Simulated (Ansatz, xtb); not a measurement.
# Two isomers of C3H4BFN2

Structure I is `Bn1cncc1F`, a singlet and structure II is `Bn1cnc(F)c1`, a singlet. Both are isolated molecules in the gas phase, relaxed with PBE0-D3(BJ)/def2-SVP; the shapes shown needn't be the lowest conformers.

I (Å):

```yaml
atoms:
  - { symbol: C, position_ang: [0.0045, -0.3260, -0.7941] }
  - { symbol: C, position_ang: [-1.1258, 0.6823, -2.3119] }
  - { symbol: C, position_ang: [-0.2068, 1.5733, -1.8609] }
  - { symbol: B, position_ang: [1.6273, 1.4885, -0.1081] }
  - { symbol: F, position_ang: [0.0412, 2.8147, -2.1974] }
  - { symbol: N, position_ang: [0.5485, 0.9578, -0.8735] }
  - { symbol: N, position_ang: [-0.9704, -0.5090, -1.6211] }
  - { symbol: H, position_ang: [1.9737, 2.6216, -0.3031] }
  - { symbol: H, position_ang: [2.1382, 0.7611, 0.7023] }
  - { symbol: H, position_ang: [0.4038, -1.0543, -0.0877] }
  - { symbol: H, position_ang: [-1.8811, 0.8229, -3.0819] }
```

II (Å):

```xyz
11

C    -0.1124   -0.2042   -0.6421
C    -1.0636    0.6679   -2.3071
C    -0.0700    1.5458   -1.9951
B     1.6799    1.4703   -0.1519
F    -1.9389    0.7680   -3.2788
N     0.5676    0.9774   -0.8920
N    -1.0877   -0.4090   -1.4725
H     2.0706    0.8083    0.7743
H     2.1760    2.5157   -0.4804
H     0.1805   -0.8591    0.1788
H     0.2398    2.4894   -2.4323
```

Quicker runs give these differences E(II) − E(I): GFN2-xTB −0.059 eV; HF/STO-3G −0.025 eV (at GFN2-xTB geometries); r2SCAN-D4/def2-SVP −0.209 eV (at GFN2-xTB geometries).

**Question.** Estimate E(II) − E(I) at the level CCSD(T)/def2-SVP + ΔMP2/def2-TZVPP.

**Answer.** Calculated at CCSD(T)/def2-SVP + ΔMP2/def2-TZVPP: E(II) − E(I) = −0.202 eV, so structure II lies lower.

How the difference moves with the method:

| level | geometry | E(II) − E(I) (eV) | departure from the last row (eV) | job, with rough time for the two |
| --- | --- | --- | --- | --- |
| GFN2-xTB | GFN2-xTB | −0.059 | +0.143 | optimisation, 0.11 s |
| HF/STO-3G | GFN2-xTB | −0.025 | +0.177 | single point, 0.32 s |
| r2SCAN-D4/def2-SVP | GFN2-xTB | −0.209 | −0.008 | single point, 2.7 s |
| PBE0-D3(BJ)/def2-SVP | PBE0-D3(BJ)/def2-SVP | −0.202 | −0.001 | optimisation, 22 s |
| HF/def2-SVP | PBE0-D3(BJ)/def2-SVP | −0.191 | +0.010 | part of the CCSD(T) run |
| MP2/def2-SVP | PBE0-D3(BJ)/def2-SVP | −0.194 | +0.007 | part of the CCSD(T) run |
| CCSD(T)/def2-SVP | PBE0-D3(BJ)/def2-SVP | −0.182 | +0.019 | single point |
| CCSD(T)/def2-SVP + ΔMP2/def2-TZVPP | PBE0-D3(BJ)/def2-SVP | −0.202 |  | single point, 30 s |

As drawn, both hold the same kinds of bond in the same numbers.

None of the levels shown reverses the order. The largest departure from CCSD(T)/def2-SVP + ΔMP2/def2-TZVPP is that of HF/STO-3G, 0.177 eV. The last row adds to CCSD(T) the change of the MP2 difference between the two basis sets, here −0.019 eV.

With thermal terms from frequencies at re-optimised GFN2-xTB minima (ideal gas, soft modes damped towards free rotors, one conformer each, 298.15 K, 1 atm): on the last row, ΔE + ΔZPE = −0.199, ΔH = −0.201, ΔG = −0.198 eV.

The correlated steps freeze 7 core orbitals. Programs: Ansatz 0.2.0, xtb 6.7.1; the last row on 2 threads of Intel(R) Xeon(R) 6975P-C (Granite Rapids) on a shared host.
